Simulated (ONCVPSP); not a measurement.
**Which change was made? (Ne, ONCV)**

Ne, optimised norm-conserving Vanderbilt (ONCV), made with ONCVPSP 4.0.1 (PBE, scalar-relativistic). Core [He], reference 2s2 2p5 (charge +1). Waves: 2s: rc 0.75 bohr, ncon 3, nbas 6, qcut 9.4 1/bohr, 2 projectors, debl 3.8 Ha; 2p: rc 1.15 bohr, ncon 4, nbas 8, qcut 15 1/bohr, 3 projectors, debl 1.8 Ha; d scattering state at 0.15 Ha: rc 1.00 bohr, ncon 5, nbas 10, qcut 10.7 1/bohr, 2 projectors, debl 3.8 Ha. Local part: polynomial inside 0.60 bohr (lpopt 5, dvloc0 0 Ha). Core correction: Teter function, parameters optimised by the program.

Cutoffs, loose and tight: the cutoffs (Ha) at which the residual kinetic energy of the hardest occupied pseudo-wave falls to 1 and 0.1 mHa per electron. They do not see the model core or the augmentation charge, which bear on the density cutoff. Test errors are all-electron minus pseudo excitation energies from the reference, over the configurations 2s2 2p6; 2s2 2p4; 2s2 2p3; 2s2 2p5.5; variants that change the core or the reference have their own tests.

The base gives: outcome: generated; cutoff, loose: 76 Ha; cutoff, tight: 175 Ha; bound ghosts: none; GHOST(+) flags above zero: none; largest test error (meV): +231.

After one change the result is: outcome: generated; cutoff, loose: 76 Ha; cutoff, tight: 175 Ha; bound ghosts: none; GHOST(+) flags above zero: none; largest test error (meV): +416. Which change was it?
A. p: rc 1.6
B. s: qcut 5.9; p: qcut 9.5; d: qcut 6.8
C. all radii but the core radius scaled by about 0.86 (s 0.64, p 0.98, d 0.86 bohr); local potential polynomial inside 0.52 bohr (lpopt 5, dvloc0 0 Ha)

A. The others give: all radii but the core radius scaled by about 0.86 (s 0.64, p 0.98, d 0.86 bohr); local potential polynomial inside 0.52 bohr (lpopt 5, dvloc0 0 Ha) → outcome: generated; cutoff, loose: 183 Ha; cutoff, tight: 309 Ha; bound ghosts: none; GHOST(+) flags above zero: none; largest test error (meV): +127 | s: qcut 5.9; p: qcut 9.5; d: qcut 6.8 → outcome: generated; bound ghosts: none; GHOST(+) flags above zero: p; largest test error (meV): +588.
